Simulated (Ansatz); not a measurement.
The same ligand exchange along the group F, Cl, Br.

Isolated molecules relaxed with PBE0-D4/def2-TZVP in Ansatz; ΔE leaves out vibrations. CBS: MP2 limit from def2 TZ/QZ plus the TZ coupled-cluster correction, frozen cores. This one scheme is used for every species. Functionals use def2-TZVPP. For Br, Se outer-core shells are correlated without core-valence functions, which leaves a few kJ/mol of doubt a bond. Scalar relativity is left out up to krypton. One conformer a species, not always the lowest.

| reaction | CCSD(T)/CBS(def2) (eV) |
| --- | --- |
| `F[SiH2][SeH]` + `N[SiH3]` → `[SiH3]N[SiH2][SeH]` + H–F | 0.67 |
| `Cl[SiH2][SeH]` + `N[SiH3]` → `[SiH3]N[SiH2][SeH]` + HCl | 0.25 |
| `[SeH][SiH2]Br` + `N[SiH3]` → `[SiH3]N[SiH2][SeH]` + HBr | ? |

Task: Fill in the missing values. (Best estimate.)

Result: The calculation gave: `[SeH][SiH2]Br` + `N[SiH3]` → `[SiH3]N[SiH2][SeH]` + HBr: +0.29 eV.

Largest T1 diagnostic: 0.010, for `F[SiH2][SeH]`.
